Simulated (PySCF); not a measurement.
# Peak assignment

Geometry:
```csv
atom,x (Å),y (Å),z (Å)
C1,-2.128,1.326,-0.717
Si2,-1.258,-0.229,-0.041
C3,-1.619,-1.726,-1.166
C4,-1.855,-0.597,1.732
C5,0.633,-0.002,0.025
C6,1.243,1.170,-0.381
C7,2.609,1.403,-0.362
C8,3.525,0.462,0.079
C9,3.157,-0.785,0.537
P10,1.530,-1.375,0.633
H11,-3.203,1.177,-0.746
H12,-1.805,1.560,-1.727
H13,-1.937,2.195,-0.095
H14,-1.270,-1.556,-2.181
H15,-2.682,-1.939,-1.214
H16,-1.118,-2.614,-0.792
H17,-2.924,-0.781,1.761
H18,-1.355,-1.476,2.128
H19,-1.644,0.230,2.403
H20,0.607,1.969,-0.743
H21,2.976,2.361,-0.706
H22,4.577,0.720,0.064
H23,3.936,-1.465,0.865
```

PySCF calculation with σ from GIAO-PBE0/pcSseg-1 and structure optimised with GFN2-xTB; in vacuum, fast rotation and ring inversion assumed for equivalent nuclei, relativity neglected, a single conformation.

Shifts are taken against calculated references (same method and geometry level): ¹³C (σ = 186.93 ppm) and ¹H (σ = 31.72 ppm) vs TMS.

Question: Assign these signals to the numbered atoms. ¹³C{¹H} NMR (computed): δ 184.5 (C), 166.4 (CH), 142.0 (CH), 137.6 (CH), 131.7 (CH), 1.3 (CH3).

Answer: 
| δ (ppm) | atoms | environment | reason |
| --- | --- | --- | --- |
| 184.5 | C5 | substituted aromatic carbon | – |
| 166.4 | C9 | aromatic CH | – |
| 142.0 | C6 | aromatic CH | – |
| 137.6 | C8 | aromatic CH | the aromatic region |
| 131.7 | C7 | aromatic CH | – |
| 1.3 | C1/C3/C4 | methyl carbon bonded to Si | an electropositive neighbour leaves it electron-rich and shielded |

Question: Assign these signals to the numbered atoms. ¹H NMR (400 MHz, computed): δ 9.36 (m, 1H), 8.26 (m, 1H), 8.11 (m, 1H), 7.65 (m, 1H), 0.38 (s, 9H).

Answer: 
9.36 → H23, hydrogen on an aromatic CH: ring-current deshielding
8.26 → H20, hydrogen on an aromatic CH
8.11 → H22, hydrogen on an aromatic CH
7.65 → H21, hydrogen on an aromatic CH
0.38 → H11/H12/H13/H14/H15/H16/H17/H18/H19, hydrogen on a methyl carbon bonded to Si: an electropositive neighbour shields it, as in TMS itself

Splittings by ³¹P in the carbon and heteronuclear signals aren't shown, as no couplings were computed. Shifts are as computed. Against solution values, carbons near 30 ppm lie about +3 ppm off and those near 130 ppm about +5 ppm. Of 1211 compounds with measured shifts, 218 miss one by over three times the rms of a fit or turn the order of signals round; such compounds aren't used in these exercises. No couplings were computed; multiplicities are counted from neighbouring protons, with m where these are inequivalent, close in shift, in a saturated or five-membered ring or joined by F or P, and br s for small geminal =CH2 splittings.
